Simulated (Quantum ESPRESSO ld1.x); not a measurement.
All-electron atom: Hg5+ in [Xe] 4f14 5d7 (the NIST ground configuration).

Calculated with ld1.x of Quantum ESPRESSO 7.5: Dirac Kohn-Sham, LDA (Slater exchange, VWN5 correlation), spin-unpolarised, spherical densities, point nucleus; open shells fill j = l - 1/2 first.

Energy parts (eV):
| part | energy |
|---|---|
| total | -534563 |
| kinetic | 616861 |
| electron-nucleus | -1344087 |
| Hartree | 202472 |
| exchange-correlation | -9809 |

Orbitals (lengths in bohr, moments of r in powers of bohr; r(max) is where P^2 peaks):
orbital  occ.  eigenvalue (eV)       <r^4>   r(max)   <1/r>  small-component weight
1s1/2       2       -83051.340   3.999e-07  0.01022   97.60                9.26e-02
2s1/2       2       -14765.571  0.00005794  0.05938   24.03                2.12e-02
2p1/2       2       -14171.716  0.00003434  0.04362   23.98                2.13e-02
2p3/2       4       -12225.708  0.00005389  0.05112   19.41                1.89e-02
3s1/2       2        -3555.684    0.002104   0.1671   8.813                7.11e-03
3p1/2       2        -3288.077    0.001830   0.1558   8.726                7.06e-03
3p3/2       4        -2857.095    0.002551   0.1711   7.533                6.35e-03
3d3/2       4        -2413.330    0.001684   0.1330   7.434                6.24e-03
3d5/2       6        -2320.924    0.001860   0.1371   7.164                6.05e-03
4s1/2       2         -834.615     0.04693   0.3763   3.737                2.43e-03
4p1/2       2         -719.979     0.04987   0.3741   3.628                2.33e-03
4p3/2       4         -615.628     0.06887   0.4055   3.211                2.06e-03
4d3/2       4         -428.101     0.08126   0.3976   3.012                1.86e-03
4d5/2       6         -408.642     0.08954   0.4072   2.917                1.79e-03
5s1/2       2         -185.673       1.152   0.8257   1.541                6.39e-04
4f5/2       6         -166.951      0.1519   0.3635   2.557                1.42e-03
4f7/2       8         -162.742      0.1606   0.3681   2.520                1.39e-03
5p1/2       2         -147.252       1.564   0.8683   1.421                5.57e-04
5p3/2       4         -128.078       2.219   0.9452   1.274                4.76e-04
5d3/2       4          -74.345       5.516    1.103   1.017                3.15e-04
5d5/2       3          -71.955       6.118    1.133  0.9860                2.99e-04
6s1/2       0          -58.363       27.84    1.872  0.6487                1.50e-04
6p1/2       0          -47.896       42.99    2.073  0.5809                1.25e-04
6p3/2       0          -44.285       56.21    2.235  0.5394                1.13e-04

The highest occupied level is 5d5/2 at -71.955 eV. For comparison, the ionisation energy in NIST's Atomic Spectra Database is 76.6 eV (measured). In exact Kohn-Sham theory the highest level is minus the ionisation energy, but local and semilocal functionals leave it too shallow, through self-interaction and a potential that decays too fast; potentials with the right tail come closer. Summed over all electrons, <r^2> = 30.69 bohr^2, which gives a Langevin (diamagnetic) susceptibility term of -24.3 x 10^-6 cm^3/mol. The density falls to 0.001 e/bohr^3 at r = 2.92 bohr.

Beside tabulated values, note that spin-unpolarised runs miss the spin-polarisation part of the exchange energy of open shells.
